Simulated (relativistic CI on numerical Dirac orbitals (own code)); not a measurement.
## Sensitivity of the levels of Te15+ to α and to the nuclear radius

Calculated at this level of theory: Dirac-Coulomb-Breit CI, KLI orbitals optimised for each configuration, derivatives by finite differences, unscaled Slater integrals, QED left out (own radial code, finite nucleus).

Configurations in the expansion (outside the closed core [Ar] 3d10): 4s2 4p6 4d, 4s2 4p5 4d2, 4s2 4p6 4f, 4s 4p6 4d2, 4s2 4p6 5s, 4s2 4p5 4d 4f. Double excitations out of closed p, d and f shells are left out; levels of such configurations are missing from the list, as are those of other unlisted configurations, and high levels can miss mixing partners.

With x = (α/α₀)² − 1 an excitation energy changes as ω = ω₀ + qx; K = 2q/ω₀ is the relative enhancement. Terms are leading LS components, so labels can repeat. The field-shift factor is F = δν/δ⟨r²⟩ for the transition from the lowest level.

Lowest level 4s2 4p6 4d 2D_3/2.

```
               Level  ω₀ (cm⁻¹)  q (cm⁻¹)       K  F (GHz/fm²)
   4s2 4p6 4d 2D_5/2      17367     17240    1.99        0.186
 4s2 4p5 4d2 4D°_1/2     582553     16610   0.057          1.9
 4s2 4p5 4d2 4D°_3/2     586557     17800  0.0607         1.94
 4s2 4p5 4d2 4D°_5/2     595284     25260  0.0849         2.05
 4s2 4p5 4d2 4D°_7/2     606963     31810   0.105         2.12
 4s2 4p5 4d2 2F°_5/2     611688     15120  0.0495          2.1
 4s2 4p5 4d2 4G°_7/2     615939     19860  0.0645         1.93
 4s2 4p5 4d2 4G°_9/2     617165     26960  0.0874          2.2
4s2 4p5 4d2 4G°_11/2     621852     35310   0.114         2.33
 4s2 4p5 4d2 4P°_5/2     623947     30570   0.098         2.16
 4s2 4p5 4d2 2D°_3/2     626948     24950  0.0796          2.1
 4s2 4p5 4d2 4P°_3/2     629822     26220  0.0833         1.86
 4s2 4p5 4d2 2G°_7/2     640820     25680  0.0802         2.21
```

At this charge energies of transitions that change n are usually good to better than 1 %, and those within a shell (Δn = 0) to a few per cent. Levels and lines within the n = 5 or 6 shells can be off by up to 10 % or somewhat more, and those that change n by about 2 %, since core polarisation is missing.
